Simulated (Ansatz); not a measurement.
Start from `[OH][Al]([OH])[SeH]` and change one atom or group to get `[OH][AlH][OH]`.

Ansatz, PBE0-D4/def2-TZVP geometries, multiplicity 1. Each molecule was computed in one conformer, which needn't be the lowest.

Scalar relativity is left out up to krypton.

```tsv
property	`[OH][Al]([OH])[SeH]`
size of the dipole moment (PBE/def2-TZVPP) / D	1.29
HOMO–LUMO gap (B3LYP/def2-TZVPP) / eV	6.20
LUMO energy (PBE0/def2-TZVPP) / eV	-0.62
HOMO energy (ωB97M-V/def2-TZVPP) / eV	-9.53
HOMO–LUMO gap (PBE0/def2-TZVPP) / eV	6.77
size of the dipole moment (B3LYP/def2-TZVPP) / D	1.38
```

(1) Give the same properties after the change, and the shifts. (Best estimate.)

Results:

(1) Computed: 
| property | `[OH][AlH][OH]` | shift |
| --- | --- | --- |
| size of the dipole moment (PBE/def2-TZVPP) / D | 2.35 | 1.06 |
| HOMO–LUMO gap (B3LYP/def2-TZVPP) / eV | 8.34 | 2.14 |
| LUMO energy (PBE0/def2-TZVPP) / eV | -0.12 | 0.50 |
| HOMO energy (ωB97M-V/def2-TZVPP) / eV | -11.58 | -2.05 |
| HOMO–LUMO gap (PBE0/def2-TZVPP) / eV | 8.96 | 2.19 |
| size of the dipole moment (B3LYP/def2-TZVPP) / D | 2.39 | 1.01 |

With PBE0 the HOMO falls by 1.69 eV and the LUMO rises by 0.50 eV, so the gap widens by about 2.19 eV. PBE moves the HOMO by -1.17 eV and ωB97M-V by -2.05 eV. The zero-point energy changes by -4.2 kJ/mol with -3 modes. Dipoles are sizes alone; their direction can turn.

B3LYP here is the variant with VWN-RPA as its local correlation; programs differ in this.

Spin–orbit coupling is left out; it splits and shifts lone-pair levels of the heavy atoms by tenths of an eV.
